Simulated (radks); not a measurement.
Results of a calculation; reference values are marked as such.
Task: These are the eigenvalues of the occupied orbitals of an atom or ion with whole-number occupations (eV). Code: a radial shooting solver on a logarithmic mesh with Libxc functionals. Model: scalar-relativistic Kohn-Sham, XLYP, spin-polarised, spherical densities, finite nucleus; Fermi nuclear charge, rms radius of each element as measured or else 0.836 A^(1/3) + 0.57 fm.

orbital  eigenvalue
1s        -1843.112
2s        -192.3335
2p        -148.6889

Which element is it, and in what charge state? The configuration may be excited. Open shells, if any, are filled with parallel spins first.

Result: Z = 14, silicon, charge +4: Si4+ in [Ne]. The list shows which subshells hold electrons but not how many an open one holds; the 1s level, -67.733 hartree, gives Z - s = 11.6 by -(Z - s)^2/2, which with screening and relativity narrows Z to a few neighbours, and the depths of the outer levels then fix element, charge and occupations together.
